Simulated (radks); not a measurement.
Results of a calculation; reference values are marked as such.
Valence configurations of Te+ (all share [Kr]). Code: a radial shooting solver on a logarithmic mesh with Libxc functionals. Model: Dirac Kohn-Sham, PBE, spin-unpolarised, spherical densities, finite nucleus; open shells fill j = l - 1/2 first; Fermi nuclear charge, rms radius 4.7423 fm. Energies are relative to 4d10 5s2 5p3; eigenvalues in eV.

valence	E (eV)	e(4d3/2)	e(4d5/2)	e(5p1/2)	e(5p3/2)	e(5s1/2)
4d10 5s2 5p3	0.000	-51.235	-49.766	-14.175	-13.255	-23.251
4d10 5s1.5 5p3.5	5.022	-51.971	-50.500	-14.525	-13.586	-23.677
4d10 5s1 5p4	10.090	-52.693	-51.219	-14.864	-13.908	-24.091
4d9.5 5s2 5p3.5	18.894	-54.566	-53.065	-14.988	-13.997	-24.392
4d10 5p5	20.362	-54.099	-52.620	-15.518	-14.528	-
4d9 5s2 5p4	39.068	-57.886	-56.353	-15.784	-14.723	-25.506
4d9 5s1 5p5	49.938	-59.257	-57.718	-16.424	-15.329	-26.282
4d9 5p6	60.972	-60.585	-59.042	-17.036	-15.909	-
4d8 5s2 5p5	83.268	-64.504	-62.904	-17.331	-16.131	-27.663
4d7 5s2 5p6	132.62	-71.098	-69.432	-18.834	-17.494	-29.741

NIST lists [Kr] 4d10 5s2 5p3 as the ground configuration; this level of theory agrees among the configurations tried. The energies are those of spherical spin-averaged densities, not of single terms.
